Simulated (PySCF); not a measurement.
RhF3, triplet: molecular constants

Level of theory: PySCF, UPBE0, basis Rh def2-SVP with ECP28, F def2-SVP (scalar-relativistic core potentials, no spin–orbit coupling, density fitting).

The structure is a minimum.

```xyz
4
charge 0 multiplicity 3, angstrom
Rh   -0.1235    0.0000    0.0000
F     1.7094    0.0000    0.0001
F    -0.5199    1.8173    0.0000
F    -0.5198   -1.8173    0.0000
```

```
Point group                                                                   : C2v
Bond lengths                                                                  : Rh–F 1.833 Å, Rh–F 1.860 Å (×2)
Bond angles                                                                   : F–Rh–F 102.3° (×2), F–Rh–F 155.4°
Heat capacity Cp at 298.15 K                                                  : 68.1 J/(mol K)
Rotational constants                                                          : 0.2503, 0.1343, 0.08742 cm⁻¹
Enthalpy at 298.15 K above 0 K                                                : 15.71 kJ/mol
Entropy at 298.15 K and 1 bar (electronic part: spin only)                    : 318.4 J/(mol K)
Spin squared ⟨S²⟩                                                             : 2.005
Principal polarisabilities                                                    : 16.7, 28.3, 37.7 bohr³
Atomisation energy without zero-point energy                                  : 1024 kJ/mol
Rotational symmetry number                                                    : 2
Lowest empty level (β)                                                        : -5.45 eV
Zero-point energy                                                             : 15.0 kJ/mol
Principal quadrupole moments (Buckingham, traceless) about the centre of mass : -9.40, 1.49, 7.91 D Å
Highest occupied level (β)                                                    : -8.84 eV
Dipole moment                                                                 : 1.69 D
```

Harmonic modes (masses in u: Rh 102.906, F 18.998):
```csv
symmetry,ω (cm⁻¹),IR (km/mol)
b2,164,1.5
a1,173,15.3
b1,174,27.0
a1,637,19.5
a1,670,47.1
b2,691,161
```

In C2v the vibrations span 2b2 + 3a1 + b1. Here b1 is antisymmetric to the molecular plane and b2 lies in it.

Charges (e):
```csv
atom,Mulliken,Löwdin,polar tensor,spin (Mulliken),Mayer order to Rh1
Rh1,1.03,0.45,1.65,1.67,–
F2,-0.31,-0.12,-0.48,0.11,1.01
"F3,4",-0.36,-0.16,-0.59,0.11,0.96
```

Mulliken populations on Rh1 (electrons outside its core potential): s 2.27, p 6.37, d 7.31, f 0.01.

Formally Rh is in oxidation state +3, d6, with 2 unpaired electrons (the high-spin count would be 4). The Mulliken spin on Rh is 1.67. The polar-tensor charge on Rh, 1.65, is far below the formal one.

Other isomers or separated fragments may lie lower. Open d and f shells are described by one determinant, and the ground state may have another occupation or spin. At this level a triplet minimum of C2v symmetry lies 13 kJ/mol below this structure.

The final relaxation and frequency run took about 90 core-seconds on a shared host.
